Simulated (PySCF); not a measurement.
C3H10OSi, charge -1, doublet, geometry from GFN2-xTB (a state made from the parent by changing its charge; the spin is typed, not shown lowest) (a gas-phase anion, which may not be bound at this level), with bond 13-4 at 1.8 times its length; PySCF with CASSCF(3,4)/STO-3G.

The PySCF input:
```python
from pyscf import gto, scf, mcscf
import numpy

mol = gto.M(
    atom='''
C     0.263293    1.601521   -1.288182
Si   -0.122568   -0.093627   -0.298781
C    -0.734972   -1.884984    0.482601
C     1.691344   -0.297327    0.371386
O    -1.097679    0.802431    0.787330
H     0.974777    1.442844   -2.099656
H     0.687863    2.356958   -0.623673
H    -0.637815    2.029156   -1.725431
H    -0.525470   -1.950674    1.557452
H    -0.239174   -2.734261    0.012323
H    -1.810293   -2.035800    0.358114
H     2.423194    0.076116   -0.344244
H     1.969969    0.704897    2.042272
H     1.944113   -1.337076    0.577164
H    -1.483929    0.269342    1.477757
''',
    basis='sto-3g',
    charge=-1,
    spin=1,
    verbose=4,
)

mf = scf.ROHF(mol)
mf.kernel()
mc = mcscf.CASSCF(mf, 4, 3)
mc.fix_spin_(ss=0.75)
mc.kernel()
occ = numpy.linalg.eigvalsh(mc.fcisolver.make_rdm1(mc.ci, mc.ncas, mc.nelecas))[::-1]
ss = mc.fcisolver.spin_square(mc.ci, mc.ncas, mc.nelecas)[0]
print('natural occupations', occ.round(4), ' <S^2>', round(ss, 4))
```

What the program printed (banner, timings and long lists left out):

```
PySCF version 2.14.0

[INPUT] verbose = 4
[INPUT] num. atoms = 15
[INPUT] num. electrons = 51
[INPUT] charge = -1
[INPUT] spin (= nelec alpha-beta = 2S) = 1
[INPUT] symmetry False subgroup None
[INPUT] Mole.unit = angstrom
[INPUT] Symbol           X                Y                Z      unit          X                Y                Z       unit  Magmom
[INPUT]  1 C      0.263293000000   1.601521000000  -1.288182000000 AA    0.497551660515   3.026436072740  -2.434311178594 Bohr   0.0
[INPUT]  2 Si    -0.122568000000  -0.093627000000  -0.298781000000 AA   -0.231619951636  -0.176929387865  -0.564614261224 Bohr   0.0
[INPUT]  3 C     -0.734972000000  -1.884984000000   0.482601000000 AA   -1.388895789224  -3.562103509187   0.911983717441 Bohr   0.0
[INPUT]  4 C      1.691344000000  -0.297327000000   0.371386000000 AA    3.196176942426  -0.561866599439   0.701817826498 Bohr   0.0
[INPUT]  5 O     -1.097679000000   0.802431000000   0.787330000000 AA   -2.074312682686   1.516374823861   1.487838069654 Bohr   0.0
[INPUT]  6 H      0.974777000000   1.442844000000  -2.099656000000 AA    1.842061562525   2.726580000472  -3.967774795800 Bohr   0.0
[INPUT]  7 H      0.687863000000   2.356958000000  -0.623673000000 AA    1.299872681222   4.454005107103  -1.178571161286 Bohr   0.0
[INPUT]  8 H     -0.637815000000   2.029156000000  -1.725431000000 AA   -1.205295668139   3.834549104018  -3.260592036834 Bohr   0.0
[INPUT]  9 H     -0.525470000000  -1.950674000000   1.557452000000 AA   -0.992994386675  -3.686239618310   2.943157732156 Bohr   0.0
[INPUT] 10 H     -0.239174000000  -2.734261000000   0.012323000000 AA   -0.451973356117  -5.167004443079   0.023287095033 Bohr   0.0
[INPUT] 11 H     -1.810293000000  -2.035800000000   0.358114000000 AA   -3.420957975217  -3.847104444390   0.676737381372 Bohr   0.0
[INPUT] 12 H      2.423194000000   0.076116000000  -0.344244000000 AA    4.579173006689   0.143838393697  -0.650526880025 Bohr   0.0
[INPUT] 13 H      1.969969000000   0.704897000000   2.042272000000 AA    3.722701883883   1.332062276028   3.859334751868 Bohr   0.0
[INPUT] 14 H      1.944113000000  -1.337076000000   0.577164000000 AA    3.673841125207  -2.526707447729   1.090681888958 Bohr   0.0
[INPUT] 15 H     -1.483929000000   0.269342000000   1.477757000000 AA   -2.804219398300   0.508982613843   2.792556008659 Bohr   0.0

nuclear repulsion = 242.041486049522
number of shells = 27
number of NR pGTOs = 117
number of NR cGTOs = 39
basis = sto-3g
ecp = {}

******** <class 'pyscf.scf.rohf.ROHF'> ********
method = ROHF
initial guess = minao
damping factor = 0
level_shift factor = 0
DIIS = <class 'pyscf.scf.diis.CDIIS'>
diis_start_cycle = 1
diis_space = 8
diis_damp = 0
SCF conv_tol = 1e-09
SCF conv_tol_grad = None
SCF max_cycles = 50
direct_scf = True
direct_scf_tol = 1e-13
num. doubly occ = 25  num. singly occ = 1
Set gradient conv threshold to 3.16228e-05
init E= -477.040685575477
  HOMO = 0.0104535058581614  LUMO = 0.078779525409188  gap/eV = 1.85925
cycle= 1 E= -476.914875860801  delta_E= 0.126  |g|= 0.544  |ddm|= 3.11
  HOMO = 0.378672135741137  LUMO = 0.488888808260576  gap/eV = 2.99915
cycle= 2 E= -477.029862007479  delta_E= -0.115  |g|= 0.236  |ddm|= 1.16
  HOMO = 0.330564504099717  LUMO = 0.463780964066343  gap/eV = 3.62500
cycle= 3 E= -477.049685470541  delta_E= -0.0198  |g|= 0.0501  |ddm|= 0.421
  HOMO = 0.308160189480923  LUMO = 0.467769204877462  gap/eV = 4.34318
cycle= 4 E= -477.053241323861  delta_E= -0.00356  |g|= 0.0405  |ddm|= 0.24
  HOMO = 0.302958216747424  LUMO = 0.465824039056775  gap/eV = 4.43180
cycle= 5 E= -477.055338288359  delta_E= -0.0021  |g|= 0.0353  |ddm|= 0.115
  HOMO = 0.303283955434118  LUMO = 0.465077803463226  gap/eV = 4.40263
cycle= 6 E= -477.056834155573  delta_E= -0.0015  |g|= 0.0373  |ddm|= 0.0856
  HOMO = 0.289953486663396  LUMO = 0.494657958405564  gap/eV = 5.57029
cycle= 7 E= -477.049078290102  delta_E= 0.00776  |g|= 0.042  |ddm|= 0.604
  HOMO = 0.298483419206494  LUMO = 0.47908434177304  gap/eV = 4.91440
cycle= 8 E= -477.049867125439  delta_E= -0.000789  |g|= 0.0183  |ddm|= 0.099
  HOMO = 0.309959798861756  LUMO = 0.45890250510298  gap/eV = 4.05294
cycle= 9 E= -477.049986343896  delta_E= -0.000119  |g|= 0.00354  |ddm|= 0.0592
  HOMO = 0.309745648012774  LUMO = 0.457774878952064  gap/eV = 4.02808
cycle= 10 E= -477.049999812724  delta_E= -1.35e-05  |g|= 0.00309  |ddm|= 0.0207
  HOMO = 0.306886130332738  LUMO = 0.463485638289764  gap/eV = 4.26129
cycle= 11 E= -477.050002899192  delta_E= -3.09e-06  |g|= 0.0011  |ddm|= 0.0349
  HOMO = 0.30784033508826  LUMO = 0.46160645095493  gap/eV = 4.18419
cycle= 12 E= -477.049998456124  delta_E= 4.44e-06  |g|= 0.000236  |ddm|= 0.0159
  HOMO = 0.307719294369418  LUMO = 0.461632093548195  gap/eV = 4.18818
cycle= 13 E= -477.049998498955  delta_E= -4.28e-08  |g|= 0.000131  |ddm|= 0.00119
  HOMO = 0.307636183696382  LUMO = 0.461770259102344  gap/eV = 4.19420
cycle= 14 E= -477.049998510564  delta_E= -1.16e-08  |g|= 1.61e-05  |ddm|= 0.000495
  HOMO = 0.307638128860204  LUMO = 0.461757280293215  gap/eV = 4.19380
cycle= 15 E= -477.04999851061  delta_E= -4.62e-11  |g|= 4.76e-06  |ddm|= 0.000149
  HOMO = 0.307637096744393  LUMO = 0.461757129822328  gap/eV = 4.19382
Extra cycle  E= -477.049998510629  delta_E= -1.82e-11  |g|= 2.04e-06  |ddm|= 8.93e-06
converged SCF energy = -477.049998510629

******** <class 'pyscf.mcscf.mc1step.CASSCF'> ********
CAS (2e+1e, 4o), ncore = 24, nvir = 11
max_cycle_macro = 50
max_cycle_micro = 4
conv_tol = 1e-07
conv_tol_grad = None
orbital rotation max_stepsize = 0.02
orbital rotation threshold for CI restart = 0.01
augmented hessian ah_max_cycle = 30
augmented hessian ah_conv_tol = 1e-12
augmented hessian ah_linear dependence = 1e-14
augmented hessian ah_level shift = 1e-08
augmented hessian ah_start_tol = 2.5
augmented hessian ah_start_cycle = 3
augmented hessian ah_grad_trust_region = 3
kf_trust_region = 3
kf_interval = 4
ci_response_space = 4
ci_grad_trust_region = 3
with_dep4 0
natorb = False
canonicalization = True
sorting_mo_energy = False
ao2mo_level = 2
internal_rotation = False
******** <class 'pyscf.fci.addons.SpinPenaltyFCISolver'> ********
max. cycles = 50
conv_tol = 1e-08
davidson only = True
linear dependence = 1e-12
level shift = 0.001
max iter space = 12
nroots = 1
pspace_size = 400
spin = None
CASCI E = -477.107023700476  S^2 = 0.7500000
Set conv_tol_grad to 0.000316228
macro iter   1 ( 21 JK    4 micro), CASSCF E = -477.142118286006  dE = -3.50945855e-02  S^2 = 0.7500000
               |grad[o]|=0.144  |grad[c]|=0.0431  |ddm|=0.119  |maxRot[o]|=0.288
macro iter   2 ( 21 JK    4 micro), CASSCF E = -477.145713636743  dE = -3.59535074e-03  S^2 = 0.7500000
               |grad[o]|=0.0468  |grad[c]|=0.007  |ddm|=0.0237  |maxRot[o]|=0.295
macro iter   3 ( 16 JK    4 micro), CASSCF E = -477.145829301349  dE = -1.15664605e-04  S^2 = 0.7500000
               |grad[o]|=0.00756  |grad[c]|=0.00049  |ddm|=0.00442  |maxRot[o]|=0.208
macro iter   4 (  7 JK    1 micro), CASSCF E = -477.145829406559  dE = -1.05210631e-07  S^2 = 0.7500000
               |grad[o]|=0.00011  |grad[c]|=8.25e-05  |ddm|=3.18e-05  |maxRot[o]|=0.00915
macro iter   5 (  3 JK    1 micro), CASSCF E = -477.145829412668  dE = -6.10856432e-09  S^2 = 0.7500000
               |grad[o]|=4.55e-05  |grad[c]|=1.72e-05  |ddm|=3.17e-05  |maxRot[o]|=0.00103
1-step CASSCF converged in   5 macro ( 68 JK  14 micro) steps
CASSCF canonicalization
Density matrix diagonal elements [1.71172968 0.78509125 0.49663178 0.00654729]
CASSCF energy = -477.145829412668
CASCI E = -477.145829412668  E(CI) = -1.04317793827454  S^2 = 0.7500000
natural occupations [1.7378e+00 1.0032e+00 2.5860e-01 4.0000e-04]  <S^2> 0.75
```
